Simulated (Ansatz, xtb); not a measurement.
C7H7NS: which of two isomers lies lower

Structure I is `N/C=C1\C=CC=CC1=S`, a singlet and structure II is `N/C=C1/C=CC=CC1=S`, a singlet. Both are isolated molecules in the gas phase, relaxed with r2SCAN-D4/def2-SVP; the shapes shown needn't be the lowest conformers.

I (Å):

```yaml
atoms:
  - { symbol: C, position_ang: [0.7965, -0.5600, -0.5196] }
  - { symbol: C, position_ang: [-0.2150, -0.7510, 0.4187] }
  - { symbol: C, position_ang: [-1.5815, -0.9424, 0.0217] }
  - { symbol: C, position_ang: [-2.5755, -1.1296, 0.9438] }
  - { symbol: C, position_ang: [-2.2419, -1.1340, 2.3335] }
  - { symbol: C, position_ang: [-0.9493, -0.9548, 2.7583] }
  - { symbol: C, position_ang: [0.1486, -0.7527, 1.8465] }
  - { symbol: N, position_ang: [0.6706, -0.5264, -1.8489] }
  - { symbol: S, position_ang: [1.7082, -0.5408, 2.4417] }
  - { symbol: H, position_ang: [-0.2247, -0.6445, -2.3094] }
  - { symbol: H, position_ang: [1.4798, -0.3797, -2.4376] }
  - { symbol: H, position_ang: [1.8097, -0.4220, -0.1142] }
  - { symbol: H, position_ang: [-1.8423, -0.9397, -1.0432] }
  - { symbol: H, position_ang: [-3.6116, -1.2741, 0.6271] }
  - { symbol: H, position_ang: [-3.0359, -1.2835, 3.0723] }
  - { symbol: H, position_ang: [-0.7059, -0.9601, 3.8238] }
```

II (Å):

| atom | x (Å) | y (Å) | z (Å) |
| --- | --- | --- | --- |
| C | 0.3167 | -0.7406 | -1.0073 |
| C | -0.4888 | -0.7712 | 0.1536 |
| C | -1.8634 | -0.4175 | -0.0186 |
| C | -2.7443 | -0.4104 | 1.0364 |
| C | -2.2670 | -0.7648 | 2.3249 |
| C | -0.9480 | -1.1117 | 2.5301 |
| C | 0.0111 | -1.1361 | 1.4699 |
| N | 1.5993 | -1.0344 | -1.0387 |
| S | 1.6249 | -1.5796 | 1.8220 |
| H | 2.0193 | -1.3107 | -0.0928 |
| H | 2.1174 | -0.9912 | -1.9096 |
| H | -0.1584 | -0.4510 | -1.9541 |
| H | -2.2042 | -0.1482 | -1.0247 |
| H | -3.7921 | -0.1377 | 0.8888 |
| H | -2.9582 | -0.7633 | 3.1739 |
| H | -0.5918 | -1.3829 | 3.5275 |

Quicker runs give these differences E(II) − E(I): GFN2-xTB −6.4 kcal/mol; HF/STO-3G −9.3 kcal/mol (at GFN2-xTB geometries); r2SCAN-D4/def2-SVP//GFN2-xTB −11.6 kcal/mol.

**Question.** Estimate E(II) − E(I) at the level CCSD(T)/def2-SVP + ΔMP2/def2-TZVPP.

**Answer.** Calculated at CCSD(T)/def2-SVP + ΔMP2/def2-TZVPP: E(II) − E(I) = −10.5 kcal/mol, so structure II lies lower.

Level by level:

| level | geometry | E(II) − E(I) (kcal/mol) | departure from the last row (kcal/mol) | job, with rough time for the two |
| --- | --- | --- | --- | --- |
| GFN2-xTB | GFN2-xTB | −6.4 | +4.1 | optimisation, 0.43 s |
| HF/STO-3G | GFN2-xTB | −9.3 | +1.2 | single point, 1.6 s |
| r2SCAN-D4/def2-SVP//GFN2-xTB | GFN2-xTB | −11.6 | −1.1 | single point, 9.6 s |
| r2SCAN-D4/def2-SVP | r2SCAN-D4/def2-SVP | −11.4 | −0.9 | optimisation, 77 s |
| HF/def2-SVP | r2SCAN-D4/def2-SVP | −5.5 | +5.0 | part of the CCSD(T) run |
| MP2/def2-SVP | r2SCAN-D4/def2-SVP | −11.3 | −0.8 | part of the CCSD(T) run |
| CCSD(T)/def2-SVP | r2SCAN-D4/def2-SVP | −9.2 | +1.3 | single point |
| CCSD(T)/def2-SVP + ΔMP2/def2-TZVPP | r2SCAN-D4/def2-SVP | −10.5 |  | single point, 6.2 min |

As drawn, both hold the same kinds of bond in the same numbers.

None of the levels shown reverses the order. The largest departure from CCSD(T)/def2-SVP + ΔMP2/def2-TZVPP is that of HF/def2-SVP, 5.0 kcal/mol. No reliable frequencies are at hand for II, so it isn't confirmed as a minimum. The last row adds to CCSD(T) the change of the MP2 difference between the two basis sets, here −1.3 kcal/mol.

The T1 diagnostic of structures I and II is large, so the coupled-cluster value is less sure. The correlated steps freeze 13 core orbitals. Run with Ansatz 0.2.0, xtb 6.7.1; the last row on 2 threads of Intel(R) Xeon(R) Platinum 8488C (Sapphire Rapids) on a shared host.
